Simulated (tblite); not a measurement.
A geometry optimisation, step by step.

C₅H₆B₂F₂.
Numbering: `[CH:1]#[C:2][BH:3]/[CH:4]=[CH:5]/[CH2:6][B:7]([F:8])[F:9]` (hydrogens: H10 on C1; H11 on B3; H12 on C4; H13 on C5; H14, H15 on C6)

Computed with GFN2-xTB (tblite), gas phase: L-BFGS steps from a force-field or distance-geometry start until the largest atomic force falls under 0.01 eV/Å. 10 of its 126 geometries are shown.

Step 0: E = -698.0109 eV, largest atomic force 3.372 eV/Å
```
atom  x, y, z in Å  |  force x, y, z in eV/Å
C1      3.733    0.526   -1.004   -1.384  -1.142   0.153
C2      2.809   -0.267   -0.885    0.518   0.471  -0.184
B3      1.665   -1.284   -0.712    0.675   0.278   0.281
C4      0.476   -0.958    0.250    0.184   0.227  -0.299
C5     -0.434   -0.013    0.005    1.168  -0.320  -0.293
C6     -1.544    0.262    0.939   -1.116   0.486   1.098
B7     -2.968    0.060    0.313   -1.631  -2.328  -1.571
F8     -3.977   -0.612    1.084    1.903   1.770  -2.093
F9     -3.104    0.056   -1.119   -0.307   0.106   3.356
H10     4.520    1.218   -1.110   -0.049  -0.065   0.022
H11     1.738   -2.372   -1.167    0.102   0.259  -0.022
H12     0.401   -1.544    1.167   -0.077   0.044  -0.206
H13    -0.317    0.545   -0.928   -0.435   0.028   0.452
H14    -1.489   -0.426    1.826    0.118   0.712  -0.608
H15    -1.513    1.311    1.319    0.330  -0.525  -0.084
```

Step 14: E = -698.7695 eV, largest atomic force 0.130 eV/Å
```
atom  x, y, z in Å  |  force x, y, z in eV/Å
C1      3.700    0.508   -1.013   -0.008  -0.016  -0.015
C2      2.802   -0.291   -0.908    0.001  -0.001  -0.016
B3      1.716   -1.306   -0.690   -0.012   0.016   0.014
C4      0.520   -0.949    0.236    0.025  -0.081  -0.027
C5     -0.394   -0.005    0.045    0.080  -0.018  -0.066
C6     -1.563    0.233    0.956    0.052   0.031   0.030
B7     -2.955   -0.066    0.274   -0.018  -0.071   0.010
F8     -3.991   -0.516    0.954   -0.041   0.008   0.019
F9     -3.198    0.086   -1.012    0.033   0.034   0.024
H10     4.487    1.198   -1.113   -0.002   0.020  -0.016
H11     1.812   -2.376   -1.167    0.000   0.058   0.084
H12     0.404   -1.566    1.125   -0.009  -0.072  -0.046
H13    -0.369    0.621   -0.834    0.050   0.035  -0.057
H14    -1.439   -0.352    1.867   -0.088  -0.055   0.056
H15    -1.536    1.283    1.259   -0.065   0.113   0.005
```

Step 28: E = -698.7930 eV, largest atomic force 0.149 eV/Å
```
atom  x, y, z in Å  |  force x, y, z in eV/Å
C1      3.686    0.532   -1.070   -0.016   0.016   0.003
C2      2.782   -0.255   -0.934   -0.056  -0.043   0.022
B3      1.739   -1.303   -0.663   -0.105  -0.053   0.091
C4      0.498   -1.012    0.218   -0.115   0.051  -0.029
C5     -0.365   -0.005    0.084    0.018   0.121   0.031
C6     -1.564    0.242    0.960    0.049  -0.022  -0.001
B7     -2.951   -0.071    0.266    0.016  -0.011   0.046
F8     -3.989   -0.506    0.953   -0.033  -0.018  -0.025
F9     -3.199    0.109   -1.015    0.037  -0.012   0.030
H10     4.469    1.224   -1.185    0.004   0.031  -0.037
H11     1.908   -2.402   -1.032    0.088  -0.041  -0.055
H12     0.292   -1.740    1.001    0.004   0.062   0.015
H13    -0.259    0.696   -0.734    0.073   0.035   0.011
H14    -1.464   -0.313    1.896   -0.049  -0.052  -0.036
H15    -1.587    1.306    1.234    0.084  -0.064  -0.064
```

Step 42: E = -698.8242 eV, largest atomic force 0.090 eV/Å
```
atom  x, y, z in Å  |  force x, y, z in eV/Å
C1      3.575    0.560   -1.152   -0.007   0.033  -0.019
C2      2.701   -0.235   -0.914    0.004  -0.017   0.008
B3      1.748   -1.345   -0.573   -0.063  -0.036  -0.019
C4      0.419   -1.089    0.173    0.036  -0.003   0.054
C5     -0.299    0.037    0.144    0.042   0.009   0.013
C6     -1.543    0.264    0.956    0.046   0.001  -0.015
B7     -2.913   -0.065    0.234    0.016   0.003   0.018
F8     -3.946   -0.518    0.917   -0.020  -0.007  -0.040
F9     -3.158    0.107   -1.047    0.055  -0.003   0.009
H10     4.329    1.262   -1.362    0.011   0.076  -0.016
H11     2.097   -2.435   -0.827   -0.059  -0.064   0.022
H12     0.040   -1.887    0.806   -0.009  -0.026   0.004
H13     0.009    0.846   -0.505   -0.050   0.036   0.011
H14    -1.486   -0.320    1.878   -0.018   0.004  -0.030
H15    -1.578    1.319    1.249    0.017  -0.006   0.000
```

Step 56: E = -698.8475 eV, largest atomic force 0.133 eV/Å
```
atom  x, y, z in Å  |  force x, y, z in eV/Å
C1      3.413    0.597   -1.226   -0.012   0.022  -0.019
C2      2.662   -0.299   -0.931   -0.035   0.010   0.027
B3      1.747   -1.418   -0.517   -0.062   0.011  -0.034
C4      0.407   -1.113    0.190   -0.021   0.031  -0.045
C5     -0.226    0.065    0.226    0.014  -0.047   0.124
C6     -1.504    0.287    0.985    0.012  -0.004   0.063
B7     -2.822   -0.044    0.173    0.019  -0.022  -0.024
F8     -3.900   -0.519    0.766    0.010   0.033  -0.031
F9     -2.953    0.107   -1.127    0.009   0.017   0.000
H10     4.061    1.381   -1.490    0.036   0.020  -0.018
H11     2.075   -2.530   -0.699    0.014   0.028   0.000
H12    -0.079   -1.931    0.711   -0.021  -0.034   0.069
H13     0.170    0.923   -0.301    0.015  -0.050  -0.026
H14    -1.505   -0.325    1.890    0.016  -0.078  -0.003
H15    -1.550    1.323    1.329    0.004   0.064  -0.083
```

Step 69: E = -698.8640 eV, largest atomic force 0.075 eV/Å
```
atom  x, y, z in Å  |  force x, y, z in eV/Å
C1      3.263    0.636   -1.294    0.013   0.017  -0.004
C2      2.560   -0.287   -0.965   -0.004  -0.020   0.032
B3      1.717   -1.444   -0.499    0.007  -0.003   0.003
C4      0.392   -1.174    0.244    0.045  -0.045   0.039
C5     -0.181    0.029    0.335   -0.034   0.022  -0.015
C6     -1.481    0.292    1.034   -0.001   0.011   0.002
B7     -2.730   -0.022    0.113    0.007   0.026   0.011
F8     -3.867   -0.478    0.597   -0.025  -0.004   0.000
F9     -2.734    0.142   -1.192   -0.009   0.009  -0.027
H10     3.878    1.439   -1.581   -0.002   0.005  -0.026
H11     2.095   -2.540   -0.672    0.011  -0.007  -0.020
H12    -0.122   -1.997    0.732    0.000  -0.024   0.002
H13     0.278    0.877   -0.155    0.008   0.024  -0.017
H14    -1.551   -0.312    1.941    0.000  -0.006   0.002
H15    -1.520    1.341    1.340   -0.015  -0.006   0.018
```

Step 83: E = -698.8678 eV, largest atomic force 0.041 eV/Å
```
atom  x, y, z in Å  |  force x, y, z in eV/Å
C1      3.268    0.637   -1.290   -0.024  -0.007   0.000
C2      2.569   -0.282   -0.941    0.028   0.019  -0.022
B3      1.722   -1.442   -0.492    0.001  -0.006  -0.009
C4      0.421   -1.177    0.293   -0.001   0.020   0.025
C5     -0.185    0.014    0.335   -0.021  -0.003  -0.006
C6     -1.485    0.277    1.035   -0.025   0.004   0.000
B7     -2.734   -0.001    0.101   -0.022  -0.023  -0.012
F8     -3.880   -0.448    0.574    0.009   0.021  -0.027
F9     -2.727    0.177   -1.203   -0.010   0.010   0.039
H10     3.872    1.441   -1.599    0.008   0.000  -0.002
H11     2.066   -2.534   -0.742    0.015  -0.020   0.017
H12    -0.061   -1.993    0.825    0.014   0.013  -0.011
H13     0.235    0.851   -0.207    0.010  -0.026   0.010
H14    -1.567   -0.339    1.933    0.007  -0.020  -0.015
H15    -1.518    1.321    1.357    0.013   0.018   0.014
```

Step 97: E = -698.8750 eV, largest atomic force 0.106 eV/Å
```
atom  x, y, z in Å  |  force x, y, z in eV/Å
C1      3.229    0.652   -1.367   -0.032  -0.074   0.040
C2      2.563   -0.271   -0.963    0.075   0.069  -0.030
B3      1.769   -1.439   -0.438    0.000   0.034  -0.019
C4      0.464   -1.196    0.351   -0.009  -0.005   0.027
C5     -0.189   -0.029    0.354    0.006  -0.037   0.012
C6     -1.505    0.218    1.028    0.002  -0.018   0.036
B7     -2.754    0.067    0.062    0.026   0.078   0.026
F8     -3.931   -0.334    0.504    0.045   0.005  -0.041
F9     -2.731    0.346   -1.223   -0.001  -0.023   0.026
H10     3.819    1.453   -1.716   -0.064  -0.051   0.011
H11     2.152   -2.530   -0.638    0.021   0.020   0.017
H12     0.020   -2.018    0.906   -0.027   0.030  -0.039
H13     0.224    0.809   -0.188   -0.018   0.032  -0.071
H14    -1.631   -0.463    1.872    0.008  -0.023   0.024
H15    -1.504    1.236    1.434   -0.030  -0.037  -0.019
```

Step 111: E = -698.8911 eV, largest atomic force 0.040 eV/Å
```
atom  x, y, z in Å  |  force x, y, z in eV/Å
C1      3.079    0.655   -1.538   -0.008  -0.032   0.020
C2      2.525   -0.269   -0.995    0.003   0.034   0.013
B3      1.868   -1.429   -0.294    0.013   0.015   0.000
C4      0.513   -1.241    0.423   -0.002  -0.003  -0.008
C5     -0.200   -0.112    0.383   -0.022   0.002  -0.012
C6     -1.534    0.078    1.038    0.006   0.003   0.015
B7     -2.719    0.248    0.001   -0.006   0.022   0.008
F8     -3.965   -0.065    0.296    0.016  -0.008  -0.003
F9     -2.565    0.732   -1.212   -0.002  -0.008   0.008
H10     3.568    1.458   -2.012   -0.021  -0.011  -0.005
H11     2.415   -2.467   -0.293   -0.016  -0.010   0.005
H12     0.088   -2.064    0.991    0.033  -0.020  -0.008
H13     0.167    0.736   -0.180   -0.006   0.003   0.014
H14    -1.747   -0.747    1.724    0.007   0.019  -0.034
H15    -1.498    0.991    1.645    0.006  -0.006  -0.014
```

Step 125: E = -698.8924 eV, largest atomic force 0.009 eV/Å
```
atom  x, y, z in Å  |  force x, y, z in eV/Å
C1      3.028    0.653   -1.571   -0.003  -0.001  -0.004
C2      2.515   -0.267   -0.985   -0.001  -0.004   0.007
B3      1.890   -1.427   -0.256    0.005  -0.002   0.004
C4      0.521   -1.256    0.436   -0.004   0.001   0.000
C5     -0.194   -0.127    0.398    0.002  -0.002  -0.003
C6     -1.537    0.058    1.035    0.002  -0.001   0.002
B7     -2.700    0.286   -0.015    0.003   0.003   0.000
F8     -3.955   -0.017    0.248   -0.002  -0.005   0.003
F9     -2.517    0.806   -1.209    0.000   0.003   0.001
H10     3.475    1.454   -2.086    0.003   0.006  -0.001
H11     2.459   -2.452   -0.221    0.000   0.001  -0.002
H12     0.095   -2.091    0.986    0.001   0.004  -0.004
H13     0.184    0.731   -0.142   -0.004  -0.008   0.002
H14    -1.774   -0.790    1.682   -0.004   0.001  -0.002
H15    -1.496    0.944    1.678   -0.001   0.006  -0.002
```

Question: Summarise the path.

Answer: The energy falls by 0.8815 eV from step 0 to step 125; nine tenths of that is first reached at step 32. It rises by more than 0.2 meV at steps 2 and 40. The largest force goes from 3.372 to 0.009 eV/Å. Among the bonds B7–F9 changes most, from 1.439 to 1.315 Å; the atoms move by 0.781 Å rms after alignment.

Question: Follow the three bonds and two angles with the largest change from start to end.

Answer: 
```
step  E above end (eV)  largest force (eV/Å)  B7–F9 (Å)  B7–F8 (Å)  C2–B3 (Å)  C6–C5–H13 (°)  C6–B7–F9 (°)
   0            0.8815                 3.372      1.439      1.437      1.540          121.7         118.9
   5            0.1695                 0.396      1.310      1.315      1.504          117.7         123.3
  11            0.1316                 0.160      1.317      1.319      1.500          115.3         124.8
  16            0.1188                 0.123      1.318      1.319      1.503          114.6         123.5
  22            0.1116                 0.108      1.316      1.319      1.503          115.4         123.2
  27            0.1020                 0.144      1.317      1.319      1.503          114.4         124.1
  33            0.0844                 0.172      1.316      1.319      1.511          115.0         124.6
  38            0.0744                 0.169      1.315      1.319      1.501          115.4         124.7
  43            0.0658                 0.133      1.315      1.319      1.506          116.9         125.5
  49            0.0542                 0.138      1.315      1.319      1.504          116.7         124.8
  54            0.0489                 0.110      1.315      1.319      1.505          116.3         124.7
  60            0.0374                 0.117      1.315      1.319      1.505          116.0         124.6
  65            0.0303                 0.108      1.316      1.319      1.505          116.1         124.3
  71            0.0274                 0.060      1.314      1.317      1.505          116.0         123.4
  76            0.0259                 0.043      1.316      1.318      1.505          116.2         123.5
  82            0.0249                 0.037      1.316      1.318      1.505          115.8         123.7
  87            0.0231                 0.045      1.315      1.317      1.505          115.7         124.1
  92            0.0207                 0.059      1.315      1.318      1.505          116.2         124.5
  98            0.0160                 0.130      1.316      1.319      1.507          115.6         123.9
 103            0.0073                 0.125      1.316      1.319      1.506          116.0         124.2
 109            0.0022                 0.148      1.315      1.317      1.505          115.5         123.7
 114            0.0006                 0.058      1.315      1.318      1.505          115.4         123.9
 120            0.0001                 0.022      1.315      1.318      1.505          115.3         123.8
 125            0.0000                 0.009      1.315      1.318      1.505          115.3         123.8
```

What follows is the cost of the whole relaxation. On one thread, Arm Neoverse N1 (aarch64), no GPU, on a shared host, this took 1.2 s of wall time.
